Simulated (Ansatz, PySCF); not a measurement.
Te(Br)(OMe) (CH₃BrOTe), SMILES O([Te]Br)C.

Coordinates come from a B3LYP-D3(BJ)/def2-SVP optimisation. The structure was generated by enumeration, and PubChem lists no compound with its InChIKey, so it may never have been made. The def2 effective core potentials stand for the cores of Te; spin–orbit coupling is left out. The values are those of a single conformer.

Vertical ionisation energy (IE) and electron affinity (EA) in eV. Rows of orbital energies are one-electron estimates. Where ΔSCF, EOM or ADC give a negative EA the extra electron is unbound and the value depends on the basis.

| level | IE | EA |
|---|---|---|
| −ε(HOMO), −ε(LUMO), ωB97X/def2-TZVP (PySCF) | 8.67 | 0.68 |
| −ε(HOMO), −ε(LUMO), PBE/def2-TZVP (PySCF) | 5.30 | 3.41 |
| ΔSCF, CAM-B3LYP/def2-SVPD (Ansatz), final states of multiplicity 2 and 2 | 8.70 | 1.12 |
| ΔSCF, PBE/def2-SVPD (Ansatz), final states of multiplicity 2 and 2 | 8.27 | 1.01 |

**Question.** What vertical singlet–triplet gap does ΔSCF give with CAM-B3LYP/def2-SVPD (Ansatz, a quantum-chemistry and plane-wave program) and with PBE/def2-SVPD (Ansatz)? (The exact figures need the calculation; the answer reports its results.)

**Answer.** 1.76 and 1.62 eV (triplet above singlet where positive).
